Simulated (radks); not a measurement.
The numbers below are computed, except where a source is named.
All-electron atom: Ni2+ in [Ar] 3d8 (the NIST ground configuration).

Level of theory: non-relativistic Kohn-Sham, exchange-only r2SCAN, spin-polarised, spherical densities, point nucleus; open shells are filled with parallel spins first; meta-GGA in the generalised Kohn-Sham scheme (a radial shooting solver on a logarithmic mesh with Libxc functionals).

Energy parts (eV):
total: -40981.192
kinetic: 40981.191
electron-nucleus: -97378.636
Hartree: 17084.357
exchange: -1668.103

Orbitals (lengths in bohr, moments of r in powers of bohr; r(max) is where P^2 peaks):
orbital  occ.  eigenvalue (eV)  <1/r>   r(max)      <r>       <r^4>
1s up       1        -8167.740  27.51  0.03615  0.05484  0.00004153
1s down     1        -8167.749  27.51  0.03615  0.05484  0.00004153
2s up       1        -992.1163  5.966   0.2074   0.2479    0.009145
2s down     1        -990.5155  5.972   0.2073   0.2477    0.009099
2p up       3        -866.3940  5.908   0.1662   0.2167    0.006705
2p down     3        -865.2031  5.913   0.1661   0.2164    0.006662
3s up       1        -132.2629  1.886   0.6470   0.7488      0.6782
3s down     1        -128.9752  1.878   0.6479   0.7511      0.6884
3p up       3         -93.1439  1.756   0.6511   0.7816      0.9059
3p down     3         -89.8764  1.747   0.6524   0.7854      0.9296
3d up       5         -28.7853  1.401   0.6311   0.9500       3.475
3d down     3         -25.7554  1.371   0.6367   0.9825       4.247

The highest occupied level is 3d down at -25.755 eV. The spin density at the nucleus is -0.378 e/bohr^3 (1s 0.006, 2s -1.344, 3s 0.961), a Fermi contact field of -19.8 T. The density falls to 0.001 e/bohr^3 at r = 2.95 bohr.
